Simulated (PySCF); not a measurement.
Ionisation energy of Cl⁺ by level of theory

Cl⁺ [Ne] 3s2 3p4 (3P) → Cl²⁺ [Ne] 3s2 3p3 (4S), as a difference of total energies. Computed with PySCF 2.14 in ANO-RCC-VTZP (5s4p2d1f, 34 functions), with scalar relativity by spin-free X2C-1e. Correlated levels: valence: [Ne] frozen. The calculations carry no spin-orbit coupling.

```csv
method,ionisation energy (eV)
UHF,22.606
MP2 (valence),23.364
SCS-MP2 (valence),23.441
CCSD (valence),23.486
CCSD(T) (valence),23.516
CCSDT (valence),23.518
```

How much does correlation contribute at CCSD(T) (valence)?

23.516 − (22.606) = 0.910 eV, measured against UHF.

A first-order spin-orbit estimate (lowest level to lowest level, LS coupling) adds 0.040 eV.

Errors of the correlated levels include the incompleteness of this basis and the frozen core.

For comparison: 23.814 eV (measured; NIST Atomic Spectra Database, ionization energies).
